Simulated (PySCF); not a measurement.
A side-by-side comparison of computed properties.

First species: C₅H₃ClO₂.
Geometry (GFN2-xTB, Å), atoms numbered from 1 in this order:
```
atom  x, y, z in Å
O1     2.7237    0.2516    0.9235
C2     1.9902    0.3670   -0.0085
Cl3    2.6043    0.9023   -1.5795
C4     0.5705    0.1141   -0.0372
C5    -0.2510   -0.3133    0.9889
C6    -1.5407   -0.4027    0.4414
C7    -1.4148   -0.0257   -0.8693
O8    -0.1570    0.2841   -1.1620
H9     0.0575   -0.5262    1.9913
H10   -2.4379   -0.7030    0.9418
H11   -2.1393    0.0546   -1.6564
```

Second species: C5H11OPS.
InChI=1S/C5H11OPS/c1-7(6)2-4-8-5-3-7/h2-5H2,1H3

Levels: PBE0/pcSseg-1 for HOMO energy, LUMO energy and HOMO–LUMO gap. Geometries: GFN2-xTB. Each species is one conformer at its optimised geometry, gas phase, non-relativistic unless stated; the electronic structure was computed with PySCF and density fitting.

The conformers computed, where there is a choice (atom-mapped SMILES and torsion angles):
- `[O:1]=[C:2]([Cl:3])[c:4]1[cH:5][cH:6][cH:7][o:8]1`: O1–C2–C4–C5 0°

The conformers of `CP1(=O)CCSCC1` aren't listed.

Values for the first species:

```
HOMO energy   : -7.67 eV
LUMO energy   : -2.17 eV
HOMO–LUMO gap : 5.50 eV
```

Q: Estimate the same properties for the second species, and the change in each.

A: 
```
     property     first    second  second less first
  HOMO energy  -7.67 eV  -6.58 eV           +1.09 eV
  LUMO energy  -2.17 eV   1.02 eV           +3.19 eV
HOMO–LUMO gap   5.50 eV   7.60 eV           +2.10 eV
```

